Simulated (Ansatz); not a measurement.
Job for Ansatz (a program for electronic structure): R-BLYP/def2-TZVPPD on CF4 (SMILES FC(F)(F)F). The basis file is the Basis Set Exchange's JSON of that set.

Ansatz 0.2 input:
```yaml
crystal:
  periodic: [false, false, false]
  atoms:
    - {symbol: C, position_ang: [0.00000000, 0.00000000, 0.00000000]}
    - {symbol: F, position_ang: [0.76556651, 0.76556651, 0.76556651]}
    - {symbol: F, position_ang: [0.76556651, -0.76556651, -0.76556651]}
    - {symbol: F, position_ang: [-0.76556651, 0.76556651, -0.76556651]}
    - {symbol: F, position_ang: [-0.76556651, -0.76556651, 0.76556651]}
basis:
  gaussian:
    orbitals: def2-TZVPPD.json
hamiltonian:
  xc: {name: BLYP}
scf: {lower_state_search: off}
```

What total energy does the run end on?

-437.6538 hartree.
